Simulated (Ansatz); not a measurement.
```yaml
crystal:
  periodic: [false, false, false]
  atoms:
    - {symbol: C, position_ang: [-2.838078, 1.460438, 0.591001]}
    - {symbol: O, position_ang: [-1.676199, 0.790022, 0.232092]}
    - {symbol: Hf, position_ang: [-0.186674, -0.309407, -0.228291]}
    - {symbol: O, position_ang: [-0.226148, -2.042244, 0.611965]}
    - {symbol: O, position_ang: [0.001249, -0.533791, -2.135329]}
    - {symbol: S, position_ang: [1.776932, 0.911506, 0.613529]}
    - {symbol: C, position_ang: [3.062024, -0.310630, 0.175088]}
    - {symbol: H, position_ang: [-3.460075, 0.838750, 1.243685]}
    - {symbol: H, position_ang: [-2.591699, 2.382965, 1.126200]}
    - {symbol: H, position_ang: [-3.422023, 1.723122, -0.297477]}
    - {symbol: H, position_ang: [-0.387592, -2.948873, 0.847659]}
    - {symbol: H, position_ang: [-0.071322, -0.320483, -3.059476]}
    - {symbol: H, position_ang: [4.026150, 0.112194, 0.457294]}
    - {symbol: H, position_ang: [2.919284, -1.244419, 0.719221]}
    - {symbol: H, position_ang: [3.074180, -0.509150, -0.897169]}
basis:
  gaussian: {orbitals: ANO-RCC-VTZP}
magnetization: {spin_polarized: true, initial_magnetization: 0}
hamiltonian: {xc: {name: HF}}
correlation: {active_space: {window: {electrons: 6, orbitals: 2}}}
```

```sh
$ ansatz run in.yaml --threads 2 --pin off --events-out ev --progress --plain --max-ram 22528MiB --backend cuda --devices 0, --max-vram 18GiB
```

Output, abridged:

```
Error: invalid value for `correlation.active_space`: it starts from restricted Hartree–Fock orbitals; set hamiltonian.xc: hf without magnetization.spin_polarized
```
